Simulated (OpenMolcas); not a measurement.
The numbers below are computed, except where a source is named.
# Pd3+: input and output

Pd3+ among 8 point charges of -0.6 e arranged as a cube (Oh), 1.91 Å from the ion. With inversion symmetry the input lists one of each pair of outer charges.

Input:

```
&GATEWAY
Coord
1

Pd 0.0 0.0 0.0
Basis=ANO-RCC-VDZP
Group=XYZ
NoMove
AngMom=0.0 0.0 0.0
AMFI
XField
4 Angstrom 0
1.102739 1.102739 1.102739 -0.600000
1.102739 1.102739 -1.102739 -0.600000
1.102739 -1.102739 1.102739 -0.600000
1.102739 -1.102739 -1.102739 -0.600000
&SEWARD
&RASSCF
FileOrb=start.orb
Symmetry=1
Spin=4
nActEl=7 0 0
Inactive=9 9
Ras2=5 0
CIRoot=10 10 1
SDav=10
CIMx=300
Iter=120 100
PrWF=0.3
OrbListing=Nothing
MaxOrb=0
>>> COPY $Project.JobIph JOB001
&RASSCF
FileOrb=start.orb
Symmetry=1
Spin=2
nActEl=7 0 0
Inactive=9 9
Ras2=5 0
CIRoot=40 40 1
SDav=40
CIMx=300
Iter=120 100
PrWF=0.3
OrbListing=Nothing
MaxOrb=0
>>> COPY $Project.JobIph JOB002
&RASSI
NrOfJobIphs=2 10 40
1 2 3 4 5 6 7 8 9 10
1 2 3 4 5 6 7 8 9 10 11 12 13 14 15 16 17 18 19 20 21 22 23 24 25 26 27
28 29 30 31 32 33 34 35 36 37 38 39 40
IphNames
JOB001
JOB002
EJob
SpinOrbit
DIPRint=1.0
SOCoupling=1000.0
Subsets=2
Property=9
'ANGMOM' 1 'ANGMOM' 2 'ANGMOM' 3 'MLTPL  1' 1 'MLTPL  1' 2 'MLTPL  1' 3
'AMFI' 1 'AMFI' 2 'AMFI' 3
SOProperty=3
'ANGMOM' 1 'ANGMOM' 2 'ANGMOM' 3
```

Launched by
```bash
OMP_NUM_THREADS=1 MOLCAS_MEM=1689 MOLCAS_PROJECT=a pymolcas a.inp > a.log  # once for each step of the input, in one work folder
```

A driver script runs the steps one by one and writes start.orb anew before each from the orbitals found so far.

Output, cut to the results:

```
--- SEWARD ---
Basis set label: PD.ANO-RCC...6S5P3D1F.

      Electronic valence basis set:
      ------------------
      Associated Effective Charge  46.000000 au
      Associated Actual Charge     46.000000 au
      Nuclear Model: Point charge

      Shell  nPrim  nBasis  Cartesian Spherical Contaminant
         s      21       6        X
         p      18       5        X
         d      13       3                 X
         f       6       1                 X
                  Relativistic Douglas-Kroll-Hess integrals:
                    - DKH order of Hamiltonian: 2
                    - DKH order of Properties : 0
                  Atomic mean-field integrals
--- RASSCF ---
Wave function specifications:
      -----------------------------

      Number of closed shell electrons          36
      Number of electrons in active shells       7
      Max number of holes in RAS1 space          0
      Max nr of electrons in RAS3 space          0
      Number of inactive orbitals               18
      Number of active orbitals                  5
      Number of secondary orbitals              20
      Spin quantum number                      1.5
      State symmetry                             1
Orbital specifications:
      -----------------------

      Symmetry species                           1   2
                                                ag  au
      Frozen orbitals                            0   0
      Inactive orbitals                          9   9
      Active orbitals                            5   0
      RAS1 orbitals                              0   0
      RAS2 orbitals                              5   0
      RAS3 orbitals                              0   0
      Secondary orbitals                         7  13
      Deleted orbitals                           0   0
      Number of basis functions                 21  22
      Number of CSFs                            10
      Number of root(s) required                10
      Iter CI   SX   CI       RASSCF       Energy    max ROT     max BLB   max BLB  Level Ln srch  Step   QN
          iter iter root      energy       change     param      element    value   shift minimum  type update
 Nr of preliminary CI iterations:   1
      Total energies have been shifted. Add                -5000.00 au
        1   1    7    0   -43.37340769    0.00E+00   1.81E-01*  13  20 1  5.29E-01*  0.00   0.00    SX    NO
        2   1    6    0   -43.80540628   -4.32E-01*  3.24E-02    7  13 2  2.15E-01*  0.00   0.00    SX    NO
        3   1    6    0   -43.82578963   -2.04E-02*  2.23E-02   11  18 1  4.65E-02*  0.00   0.00    SX    NO
        4   1    6    0   -43.82906410   -3.27E-03*  1.07E-02    8  14 2  2.79E-02*  0.00   0.00    SX    NO
        5   1    6    0   -43.82983825   -7.74E-04*  3.59E-03    9  15 2 -1.32E-02*  0.00   0.66    QN   YES
        6   1    5    0   -43.83010810   -2.70E-04*  9.09E-05   11  18 1  2.57E-04*  0.00   1.02    QN   YES
        7   1    4    0   -43.83010822   -1.22E-07*  3.34E-06    7  10 2 -2.10E-05   0.00   1.02    QN   YES
        8   1    3    0   -43.83010822   -3.32E-10   4.24E-07    9  12 2 -2.94E-06   0.00   1.14    QN   YES
      Convergence after  8 iterations
        9   1    3    0   -43.83010822   -4.55E-12   4.24E-07    9  15 2 -2.54E-08   0.00   1.14    QN   YES
      Natural orbitals and occupation numbers for root  1
      sym 1:   1.000000   1.000000   2.000000   1.000000   2.000000
      Natural orbitals and occupation numbers for root  2
      sym 1:   1.000000   1.053987   1.053987   1.946013   1.946013
      Natural orbitals and occupation numbers for root  3
      sym 1:   1.895454   1.104546   1.895454   1.000000   1.104546
::    RASSCF root number  1 Total energy:  -5043.86516980
::    RASSCF root number  2 Total energy:  -5043.85288299
::    RASSCF root number  3 Total energy:  -5043.85288299
::    RASSCF root number  4 Total energy:  -5043.85288299
::    RASSCF root number  5 Total energy:  -5043.84342536
::    RASSCF root number  6 Total energy:  -5043.84342536
::    RASSCF root number  7 Total energy:  -5043.84342536
::    RASSCF root number  8 Total energy:  -5043.78232912
::    RASSCF root number  9 Total energy:  -5043.78232912
::    RASSCF root number 10 Total energy:  -5043.78232912
--- RASSCF ---
Wave function specifications:
      -----------------------------

      Number of closed shell electrons          36
      Number of electrons in active shells       7
...
--- RASSI ---
SPIN-FREE ENERGIES:
  (Shifted by EMIN (a.u.) =      -5043.8651698043)

 SF State       Relative EMIN(au)   Rel lowest level(eV)    D:o, cm**(-1)      L_eff

     1             0.0000000000        0.0000000000              0.0000         3.0
     2             0.0122868176        0.3343413389           2696.6448         3.0
     3             0.0122868176        0.3343413389           2696.6448         3.0
     4             0.0122868176        0.3343413389           2696.6448         3.0
     5             0.0217444404        0.5916963658           4772.3530         3.0
     6             0.0217444404        0.5916963658           4772.3530         3.0
     7             0.0217444404        0.5916963658           4772.3530         3.0
    11             0.0803785345        2.1872113469          17641.0492         4.0
    12             0.0803785345        2.1872113469          17641.0492         4.0
    13             0.0821581960        2.2356384037          18031.6398         4.1
    14             0.0821581960        2.2356384037          18031.6398         4.1
    15             0.0821581960        2.2356384037          18031.6398         4.1
    10             0.0828406821        2.2542097988          18181.4282         1.0
     8             0.0828406821        2.2542097988          18181.4282         1.0
     9             0.0828406821        2.2542097988          18181.4282         1.0
    16             0.0850105077        2.3132537593          18657.6498         4.0
    17             0.0877223451        2.3870466161          19252.8294         4.0
    18             0.0877223451        2.3870466161          19252.8294         4.0
    19             0.0877223451        2.3870466161          19252.8294         4.0
    20             0.1037196825        2.8223563426          22763.8391         4.0
    21             0.1037196825        2.8223563426          22763.8391         4.0
...
```

Spin-orbit levels above the lowest (labels of O, the rotations of Oh):

```csv
E (cm-1),Degeneracy,Label,2S+1,g
0.0,4,Γ8,4,
2077,4,Γ8,4,
2688,2,Γ6,4,3.09 3.09 3.09
4533,4,Γ8,4,
4662,2,Γ7,4,3.90 3.90 3.90
4902,2,Γ6,4,1.12 1.12 1.12
6601,4,Γ8,4,
7703,2,Γ7,4,1.92 1.92 1.92
8483,4,Γ8,4,
17903,2,Γ6,2,3.54 3.54 3.54
17939,4,Γ8,2,
18281,4,Γ8,4 (65 %),
18663,4,Γ8,4 (90 %),
18718,2,Γ7,4,2.63 2.63 2.63
19657,4,Γ8,2,
20514,2,Γ6,4 (85 %),2.37 2.37 2.37
20960,4,Γ8,2,
21506,2,Γ6,2,1.53 1.53 1.53
22070,2,Γ7,2,2.41 2.41 2.41
23888,4,Γ8,2,
```

Without dynamic correlation the repulsion within the d shell is too large (B by tens of per cent), so at a given field states of lower spin stand too high. The ground term spreads over less than 5000 cm-1, several times less than with real ligands, so orbital moments are less quenched and χT lies further from the spin-only value than at real sites. Point charges carry no covalency, so the field is a model and not that of real ligands. No measured value stands beside these numbers.
